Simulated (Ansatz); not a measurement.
Start from `CSC=N` and change one atom or group to get `N=CS[CH2][AlH2]`.

Ansatz, PBE0-D4/def2-TZVP geometries, multiplicity 1. Each molecule was computed in one conformer, which needn't be the lowest. `N=CS[CH2][AlH2]` holds a close contact that its SMILES doesn't draw: Al···S 2.51 Å.

```
                                          property  `CSC=N`
size of the dipole moment (ωB97M-V/def2-TZVPP) / D     0.59
                LUMO energy (PBE0/def2-TZVPP) / eV    -0.16
                 LUMO energy (PBE/def2-TZVPP) / eV    -1.19
             LUMO energy (ωB97M-V/def2-TZVPP) / eV     2.05
  size of the dipole moment (B3LYP/def2-TZVPP) / D     0.50
             HOMO energy (ωB97M-V/def2-TZVPP) / eV    -8.98
```

Question: What does the change do to each property? (Best estimate.)

Answer: Ansatz gave: 
```json
{"property": "size of the dipole moment (ωB97M-V/def2-TZVPP) / D", "`N=CS[CH2][AlH2]`": "2.00", "shift": "1.41"}
{"property": "LUMO energy (PBE0/def2-TZVPP) / eV", "`N=CS[CH2][AlH2]`": "-0.97", "shift": "-0.81"}
{"property": "LUMO energy (PBE/def2-TZVPP) / eV", "`N=CS[CH2][AlH2]`": "-1.99", "shift": "-0.80"}
{"property": "LUMO energy (ωB97M-V/def2-TZVPP) / eV", "`N=CS[CH2][AlH2]`": "0.84", "shift": "-1.21"}
{"property": "size of the dipole moment (B3LYP/def2-TZVPP) / D", "`N=CS[CH2][AlH2]`": "2.00", "shift": "1.50"}
{"property": "HOMO energy (ωB97M-V/def2-TZVPP) / eV", "`N=CS[CH2][AlH2]`": "-9.31", "shift": "-0.33"}
```

With PBE0 the HOMO falls by 0.35 eV and the LUMO falls by 0.81 eV, so the gap narrows by about 0.46 eV. PBE moves the HOMO by -0.36 eV and ωB97M-V by -0.33 eV. Dipoles are sizes alone; their direction can turn.

B3LYP here is the variant with VWN-RPA as its local correlation; programs differ in this.
